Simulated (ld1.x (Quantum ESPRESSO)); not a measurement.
# Pseudopotential generation for Rb: TM, PBEsol, scalar-relativistic.

```
Element                 : rubidium (Rb)
Generator               : ld1.x (Quantum ESPRESSO) 7.5
Type                    : norm-conserving Troullier–Martins (Kleinman–Bylander form)
Functional              : PBEsol
Relativity              : scalar-relativistic
Frozen core             : [Ar] 3d10
Valence charge          : 9
Reference configuration : 4s2 4p6 4d0 5s0 5p0 (charge +1)
Partial waves           : 4s (bound): rc 1.95 bohr; 4p (bound): rc 2.10 bohr; 4d (bound, empty): rc 2.50 bohr
Local potential         : all-electron potential smoothed inside 1.85 bohr (lloc = -1)
Core correction         : Bessel-smoothed model core, default radius (core density twice the valence density)
```

All-electron outer shells of the reference configuration (PBEsol, scalar-relativistic, ld1.x):

```tsv
shell	level (eV)	outermost node (bohr)	outermost maximum (bohr)
3d	-109.74	–	0.39
4s	-37.62	0.62	1.25
4p	-21.64	0.64	1.42
5s	-5.91	1.76	3.77
4d	-3.66	0.70	2.56
5p	-3.51	2.13	4.84
```

Results:

```json
{
 "Cutoffs needed": "30 Ry and 45 Ry (the cutoffs (Ry, on a coarse ladder) from which the occupation-weighted sum of valence levels, in a spherical-Bessel basis at the reference potential, stays within 10 and 1 mRy of its value at 400 Ry)",
 "Ghost test": "no extra level below or beside the all-electron valence levels (s, p, d, f tested) (spherical-Bessel basis up to 400 Ry, 20 bohr box)",
 "Largest excitation error": "+131 meV (all-electron minus pseudo) for 4s2 4p5 4d0 5s1 5p0, out of 7 test configurations"
}
```

Generation and tests took about 2 s on one core of a shared server CPU.
